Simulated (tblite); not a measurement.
Record of a relaxation.

Compound: C5H7N2OS (doublet state).
SMILES with atom numbers: `[CH3:1][O:2][CH2:3][CH2:4][c:5]1[c:6][n:7][s:8][n:9]1` (hydrogens: H10, H11, H12 on C1; H13, H14 on C3; H15, H16 on C4)
Bond orders are those of one Lewis drawing.

Computed with GFN2-xTB (tblite), gas phase: L-BFGS steps from a force-field or distance-geometry start until the largest atomic force falls under 0.01 eV/Å. 10 of its 69 geometries are shown.

Step 0: E = -742.9928 eV, largest atomic force 3.437 eV/Å
```
atom  x, y, z in Å  |  force x, y, z in eV/Å
C1     -2.271    0.984   -0.852   -0.348   0.035   0.397
O2     -1.338    0.461    0.058    0.375  -0.349  -0.231
C3     -0.644   -0.684   -0.469   -0.935   0.764   0.052
C4      0.374   -1.171    0.532    0.052  -0.416   1.169
C5      1.559   -0.277    0.635    0.462  -0.165  -0.436
C6      1.628    0.942    1.373    2.748   0.371  -0.843
N7      2.794    1.599    1.317   -2.216  -2.522  -0.737
S8      3.757    0.660    0.324   -0.184  -0.096   0.000
N9      2.687   -0.590   -0.035   -0.753   2.404   1.876
H10    -3.043    0.236   -1.089    0.116   0.037  -0.114
H11    -2.774    1.843   -0.385    0.294  -0.250   0.039
H12    -1.783    1.323   -1.762    0.077   0.013  -0.306
H13    -1.396   -1.469   -0.646    0.101  -0.058  -0.104
H14    -0.171   -0.414   -1.425    0.018  -0.068   0.050
H15     0.700   -2.176    0.254    0.092   0.093  -0.147
H16    -0.088   -1.257    1.545    0.102   0.207  -0.665
```

Step 8: E = -743.3361 eV, largest atomic force 0.052 eV/Å
```
atom  x, y, z in Å  |  force x, y, z in eV/Å
C1     -2.270    0.982   -0.847    0.013  -0.004   0.004
O2     -1.327    0.461    0.053    0.010  -0.027  -0.008
C3     -0.668   -0.672   -0.458    0.035  -0.022  -0.031
C4      0.368   -1.180    0.552   -0.007   0.017  -0.004
C5      1.546   -0.278    0.638   -0.026   0.004   0.022
C6      1.660    0.932    1.356   -0.010  -0.013  -0.012
N7      2.768    1.549    1.289   -0.002   0.025   0.004
S8      3.774    0.662    0.312   -0.019  -0.025  -0.027
N9      2.678   -0.522    0.014   -0.020   0.025   0.019
H10    -3.033    0.234   -1.101    0.000   0.006   0.024
H11    -2.742    1.830   -0.356    0.021  -0.005   0.011
H12    -1.791    1.315   -1.777    0.003   0.012   0.012
H13    -1.397   -1.474   -0.659   -0.010   0.008   0.014
H14    -0.171   -0.423   -1.408    0.027  -0.006  -0.041
H15     0.707   -2.167    0.235   -0.012   0.023   0.025
H16    -0.108   -1.240    1.531   -0.004  -0.019  -0.012
```

Step 15: E = -743.3386 eV, largest atomic force 0.053 eV/Å
```
atom  x, y, z in Å  |  force x, y, z in eV/Å
C1     -2.263    0.981   -0.843    0.001   0.021   0.001
O2     -1.313    0.455    0.044    0.015   0.010  -0.005
C3     -0.661   -0.678   -0.471    0.017  -0.019   0.023
C4      0.363   -1.179    0.552    0.025  -0.011   0.015
C5      1.535   -0.272    0.648   -0.009  -0.019  -0.005
C6      1.655    0.941    1.360    0.008  -0.038  -0.035
N7      2.764    1.554    1.282   -0.021   0.042   0.024
S8      3.764    0.663    0.303   -0.031  -0.018  -0.009
N9      2.663   -0.520    0.018    0.009   0.018  -0.001
H10    -3.032    0.237   -1.090    0.008   0.013   0.011
H11    -2.722    1.827   -0.339   -0.015   0.023   0.001
H12    -1.790    1.320   -1.774   -0.011   0.004  -0.010
H13    -1.397   -1.476   -0.663    0.008  -0.008  -0.030
H14    -0.159   -0.435   -1.422   -0.009  -0.017   0.018
H15     0.710   -2.165    0.242    0.013  -0.007   0.015
H16    -0.125   -1.244    1.526   -0.008   0.006  -0.013
```

Step 23: E = -743.3403 eV, largest atomic force 0.038 eV/Å
```
atom  x, y, z in Å  |  force x, y, z in eV/Å
C1     -2.253    0.989   -0.838   -0.013  -0.007  -0.009
O2     -1.294    0.454    0.036    0.012   0.019  -0.015
C3     -0.654   -0.688   -0.477    0.011   0.003   0.011
C4      0.361   -1.188    0.556    0.012  -0.009   0.000
C5      1.530   -0.277    0.651   -0.011   0.000  -0.009
C6      1.643    0.939    1.357    0.003  -0.015  -0.006
N7      2.746    1.562    1.275   -0.010   0.023   0.007
S8      3.749    0.675    0.294   -0.022  -0.002  -0.003
N9      2.657   -0.517    0.017    0.002   0.008   0.009
H10    -3.027    0.249   -1.074   -0.022  -0.010  -0.008
H11    -2.707    1.836   -0.327    0.024   0.002   0.012
H12    -1.798    1.330   -1.777    0.021  -0.007   0.011
H13    -1.395   -1.480   -0.675    0.003   0.011   0.006
H14    -0.145   -0.453   -1.426   -0.004   0.001   0.004
H15     0.718   -2.174    0.259   -0.028  -0.023  -0.010
H16    -0.140   -1.246    1.523    0.020   0.005   0.000
```

Step 30: E = -743.3414 eV, largest atomic force 0.028 eV/Å
```
atom  x, y, z in Å  |  force x, y, z in eV/Å
C1     -2.245    0.993   -0.836    0.006   0.003   0.003
O2     -1.277    0.457    0.029   -0.003   0.006   0.010
C3     -0.647   -0.693   -0.480   -0.012   0.009   0.001
C4      0.361   -1.199    0.557    0.006   0.000   0.006
C5      1.528   -0.286    0.651   -0.002   0.010  -0.009
C6      1.627    0.933    1.354   -0.001   0.000   0.007
N7      2.721    1.571    1.270    0.007  -0.012  -0.017
S8      3.734    0.693    0.287   -0.018   0.018   0.011
N9      2.657   -0.513    0.015    0.006  -0.004   0.001
H10    -3.028    0.258   -1.063    0.014  -0.001   0.010
H11    -2.684    1.841   -0.316    0.004   0.004  -0.010
H12    -1.798    1.331   -1.779    0.011  -0.010   0.002
H13    -1.395   -1.477   -0.678   -0.011  -0.012   0.003
H14    -0.133   -0.465   -1.427    0.001   0.001  -0.010
H15     0.708   -2.190    0.266    0.003  -0.003  -0.012
H16    -0.139   -1.246    1.525   -0.010  -0.009   0.004
```

Step 38: E = -743.3422 eV, largest atomic force 0.028 eV/Å
```
atom  x, y, z in Å  |  force x, y, z in eV/Å
C1     -2.229    0.997   -0.831    0.005  -0.004  -0.003
O2     -1.263    0.460    0.033   -0.005   0.005   0.008
C3     -0.647   -0.696   -0.479   -0.003   0.009   0.008
C4      0.360   -1.208    0.555    0.018  -0.006   0.005
C5      1.524   -0.292    0.650    0.003   0.004   0.015
C6      1.612    0.928    1.353   -0.012   0.014  -0.001
N7      2.696    1.581    1.264    0.009  -0.018  -0.009
S8      3.717    0.713    0.281   -0.015   0.001   0.013
N9      2.655   -0.507    0.014   -0.010   0.003  -0.012
H10    -3.017    0.262   -1.044   -0.011   0.022  -0.013
H11    -2.661    1.856   -0.322    0.014  -0.010  -0.003
H12    -1.781    1.319   -1.779   -0.011  -0.002  -0.008
H13    -1.402   -1.475   -0.673   -0.010   0.005   0.006
H14    -0.134   -0.473   -1.428   -0.004  -0.001  -0.006
H15     0.704   -2.198    0.258    0.024  -0.010   0.000
H16    -0.142   -1.259    1.523    0.010  -0.011   0.001
```

Step 45: E = -743.3431 eV, largest atomic force 0.029 eV/Å
```
atom  x, y, z in Å  |  force x, y, z in eV/Å
C1     -2.210    1.003   -0.828   -0.006   0.004  -0.004
O2     -1.248    0.463    0.038   -0.004   0.000  -0.014
C3     -0.647   -0.702   -0.472   -0.018  -0.007  -0.003
C4      0.362   -1.224    0.554   -0.009   0.011  -0.010
C5      1.516   -0.295    0.650    0.014  -0.007   0.017
C6      1.589    0.926    1.351   -0.004   0.014   0.004
N7      2.667    1.592    1.258   -0.008   0.003   0.013
S8      3.693    0.736    0.274    0.023   0.001  -0.009
N9      2.647   -0.498    0.010   -0.001   0.001  -0.004
H10    -3.011    0.280   -1.029   -0.010   0.004   0.004
H11    -2.625    1.876   -0.329    0.008   0.010  -0.002
H12    -1.763    1.302   -1.785    0.004   0.010   0.006
H13    -1.416   -1.469   -0.659    0.004  -0.027  -0.003
H14    -0.142   -0.485   -1.428    0.002  -0.024   0.016
H15     0.718   -2.208    0.246   -0.010   0.017  -0.007
H16    -0.137   -1.288    1.522    0.016  -0.010  -0.005
```

Step 53: E = -743.3444 eV, largest atomic force 0.029 eV/Å
```
atom  x, y, z in Å  |  force x, y, z in eV/Å
C1     -2.190    1.015   -0.829    0.004  -0.001   0.005
O2     -1.238    0.460    0.039    0.005  -0.007  -0.003
C3     -0.656   -0.718   -0.464   -0.002  -0.006  -0.009
C4      0.366   -1.239    0.552   -0.009  -0.001  -0.012
C5      1.508   -0.296    0.653    0.003  -0.002  -0.009
C6      1.565    0.928    1.352   -0.002   0.002   0.008
N7      2.634    1.607    1.255   -0.017   0.007   0.018
S8      3.669    0.766    0.269    0.028  -0.002  -0.009
N9      2.639   -0.482    0.009    0.001  -0.002  -0.001
H10    -3.015    0.314   -1.012   -0.001   0.008  -0.007
H11    -2.573    1.908   -0.341    0.001   0.000   0.005
H12    -1.742    1.289   -1.792    0.001  -0.006   0.002
H13    -1.432   -1.481   -0.636    0.006  -0.004   0.016
H14    -0.154   -0.518   -1.424   -0.017   0.001  -0.006
H15     0.732   -2.210    0.220    0.006  -0.002   0.008
H16    -0.120   -1.333    1.524   -0.005   0.014  -0.005
```

Step 60: E = -743.3451 eV, largest atomic force 0.024 eV/Å
```
atom  x, y, z in Å  |  force x, y, z in eV/Å
C1     -2.178    1.022   -0.828    0.002  -0.001  -0.006
O2     -1.234    0.453    0.040   -0.007  -0.009  -0.001
C3     -0.664   -0.732   -0.462    0.001  -0.004   0.002
C4      0.371   -1.246    0.544   -0.002   0.002   0.002
C5      1.506   -0.295    0.648   -0.005   0.007  -0.012
C6      1.552    0.925    1.355    0.001  -0.001  -0.006
N7      2.614    1.615    1.263    0.005  -0.003   0.005
S8      3.659    0.787    0.273   -0.003   0.001   0.008
N9      2.639   -0.469    0.005   -0.001   0.006  -0.003
H10    -3.020    0.342   -1.007    0.007  -0.007   0.011
H11    -2.538    1.928   -0.345    0.005  -0.005   0.003
H12    -1.726    1.279   -1.795    0.007   0.007  -0.003
H13    -1.442   -1.498   -0.608   -0.005   0.017  -0.016
H14    -0.179   -0.541   -1.433   -0.012  -0.012   0.000
H15     0.744   -2.214    0.209   -0.002   0.002   0.007
H16    -0.112   -1.345    1.517    0.008   0.000   0.009
```

Step 68: E = -743.3454 eV, largest atomic force 0.008 eV/Å
```
atom  x, y, z in Å  |  force x, y, z in eV/Å
C1     -2.171    1.024   -0.828   -0.001   0.003  -0.002
O2     -1.231    0.449    0.040   -0.001  -0.002  -0.004
C3     -0.668   -0.738   -0.462    0.003  -0.002   0.001
C4      0.371   -1.248    0.542    0.001   0.001  -0.001
C5      1.503   -0.292    0.642   -0.002   0.001  -0.002
C6      1.546    0.925    1.354   -0.001  -0.003  -0.002
N7      2.607    1.617    1.268    0.003  -0.004  -0.001
S8      3.657    0.794    0.277   -0.007   0.000   0.004
N9      2.638   -0.462    0.001   -0.002   0.002  -0.002
H10    -3.018    0.348   -1.003    0.004  -0.001   0.001
H11    -2.524    1.932   -0.345   -0.004   0.002   0.003
H12    -1.719    1.277   -1.796    0.001   0.000  -0.001
H13    -1.450   -1.502   -0.604    0.001   0.004   0.005
H14    -0.190   -0.553   -1.437    0.002  -0.003   0.004
H15     0.747   -2.216    0.208   -0.001   0.001  -0.001
H16    -0.107   -1.347    1.517    0.000   0.001  -0.003
```

**Question.** Summarise the path.

**Answer.** The energy falls by 8.13 kcal/mol from step 0 to step 68; nine tenths of that is first reached at step 2. It falls at every step. The largest force goes from 3.437 to 0.008 eV/Å. Among the bonds C6–N7 changes most, from 1.340 to 1.269 Å; the atoms move by 0.131 Å rms after alignment.

**Question.** Follow the three bonds and two angles with the largest change from start to end.

**Answer.** 
```tsv
step	E above end (kcal/mol)	largest force (eV/Å)	C6–N7 (Å)	S8–N9 (Å)	C5–N9 (Å)	C5–N9–S8 (°)	N7–S8–N9 (°)
0	8.13	3.437	1.340	1.685	1.349	104.6	100.2
3	0.39	0.181	1.268	1.636	1.316	110.9	95.1
6	0.25	0.098	1.270	1.642	1.315	110.9	94.8
9	0.21	0.047	1.270	1.640	1.315	110.8	95.1
12	0.18	0.053	1.270	1.638	1.315	110.9	95.0
15	0.16	0.053	1.270	1.640	1.315	110.9	94.9
18	0.14	0.029	1.270	1.638	1.315	110.9	95.0
21	0.13	0.040	1.270	1.638	1.315	111.0	95.0
24	0.11	0.047	1.270	1.640	1.315	110.8	95.0
27	0.10	0.025	1.270	1.639	1.315	110.8	95.0
30	0.09	0.028	1.269	1.639	1.315	110.9	95.0
33	0.09	0.022	1.270	1.640	1.315	110.8	95.0
35	0.08	0.032	1.270	1.640	1.315	110.8	95.1
38	0.07	0.028	1.269	1.640	1.315	110.9	95.0
41	0.07	0.035	1.270	1.640	1.315	110.8	95.0
44	0.06	0.035	1.270	1.639	1.315	110.8	95.1
47	0.05	0.034	1.269	1.640	1.314	110.9	95.0
50	0.03	0.029	1.269	1.640	1.315	110.8	95.0
53	0.02	0.029	1.270	1.639	1.315	110.8	95.1
56	0.02	0.029	1.269	1.640	1.315	110.9	95.0
59	0.01	0.037	1.269	1.640	1.314	110.9	95.0
62	0.00	0.025	1.270	1.640	1.315	110.8	95.1
65	0.00	0.014	1.269	1.640	1.315	110.8	95.0
68	0.00	0.008	1.269	1.640	1.315	110.8	95.0
```

What follows is the cost of the whole relaxation. Time: 0.47 s wall. Hardware: one thread, Arm Neoverse V1 (aarch64) (shared host).
